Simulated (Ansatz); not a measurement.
Cost and result for the atomization energy of C₂H₅BO (`B/C=C/O`) (9 atoms, 8 bonds).

```
atom    x (Å)    y (Å)    z (Å)
  B1  -1.2829  -0.9298  -0.0710
  C2  -0.2226   0.0876  -0.4148
  C3   0.7809   0.3088   0.4591
  O4   1.7939   1.1611   0.3243
  H5  -1.2076  -1.5181   0.9722
  H6  -2.1953  -1.1657  -0.8090
  H7  -0.2239   0.6606  -1.3427
  H8   0.8428  -0.2274   1.4014
  H9   1.7146   1.6229  -0.5195
```

Charge 0, multiplicity 1. The structure was optimised at the PBE0-D4/def2-TZVP level. It is one conformer, not always the lowest. Program: Ansatz. Hardware: A = 2 threads of an AMD EPYC 7R13 on a shared host; B = 2 threads of an AMD EPYC 7R13 on a shared host and a share of an NVIDIA H100 80 GB. Times are those of one run each, without the atoms' runs, and a repeat can differ threefold. Electronic energies, without spin–orbit coupling; frozen cores. CCSD(T)/CBS extrapolates def2-TZVPP and def2-QZVPP, and its time is that of the two runs behind it. T1 = 0.013. B3LYP takes the VWN-RPA correlation (the form of Gaussian; ORCA's B3LYP/G).

CCSD(T)/CBS is a level of theory with its own doubt, some kJ/mol a heavy atom from the limit and from the frozen cores, so smaller differences don't rank the functionals.

```
                                 level  functions  wall time
   PBE-D4/def2-TZVPP (with forces) [A]        194      1.8 s
                PBE0-D4/def2-TZVPP [A]        194      1.8 s
                CCSD(T)/def2-TZVPP [B]        194      2.2 s
 B3LYP-D4/def2-TZVPP (with forces) [A]        194      2.5 s
r2SCAN-D4/def2-TZVPP (with forces) [A]        194      2.9 s
                 B2PLYP/def2-TZVPP [A]        194      3.3 s
                ωB97X-V/def2-TZVPP [A]        194      4.6 s
  ωB97M-V/def2-TZVPP (with forces) [A]        194        6 s
                CCSD(T)/def2-QZVPP [B]        378      7.5 s
                     CCSD(T)/CBS(def2)          –      9.8 s
```

(1) What atomization energy does each give, and how far from CCSD(T)/CBS? (An estimate is asked.)

Results:

(1) Computed: 
```
                                 level  atomization (kJ/mol)  difference from CCSD(T)/CBS  per bond
   PBE-D4/def2-TZVPP (with forces) [A]                3661.9                        116.7      14.6
                PBE0-D4/def2-TZVPP [A]                3587.1                         41.9       5.2
                CCSD(T)/def2-TZVPP [B]                3465.8                        -79.4      -9.9
 B3LYP-D4/def2-TZVPP (with forces) [A]                3576.4                         31.2       3.9
r2SCAN-D4/def2-TZVPP (with forces) [A]                3588.4                         43.2       5.4
                 B2PLYP/def2-TZVPP [A]                3540.6                         -4.6      -0.6
                ωB97X-V/def2-TZVPP [A]                3560.9                         15.7       2.0
  ωB97M-V/def2-TZVPP (with forces) [A]                3576.3                         31.1       3.9
                CCSD(T)/def2-QZVPP [B]                3512.6                        -32.6      -4.1
                     CCSD(T)/CBS(def2)                3545.2                          0.0       0.0
```

The D4 term adds +19.8 kJ/mol with B3LYP and +10.2 kJ/mol with PBE0; it sums over pairs of atoms, weighted by their polarisabilities, and B3LYP, whose exchange is more repulsive, gets the larger term. In def2-TZVPP, CCSD(T) changes the Hartree–Fock value by +828.1 kJ/mol (the triples alone add +54.4 kJ/mol) and MP2 by +900.7 kJ/mol; breaking electron pairs costs correlation energy, which Hartree–Fock lacks. From PBE to PBE0 (25 % exact exchange), in def2-TZVPP and without D4, the atomization energy moves by −72.7 kJ/mol: exact exchange takes away binding that semilocal exchange gives to molecules.
